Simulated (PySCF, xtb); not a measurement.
GeH2, SMILES [GeH2] (connectivity only; charge and spin as stated), neutral, multiplicity 1.

Harmonic wavenumbers (cm⁻¹) from GFN2-xTB (xtb 6.7.1) at its own minimum, in rising order: 953, 1534, 1604.

Problem. What does PySCF 2.14.0 with PBE0-D3(BJ)/def2-TZVPD give at its own minimum? (An estimate is asked for; the answer gives what the named calculation found.)

Solution. 934, 1926, 1935. Paired by order, the mean absolute difference is 247 cm⁻¹ and the zero-point energies are 5.8 and 6.9 kcal/mol.
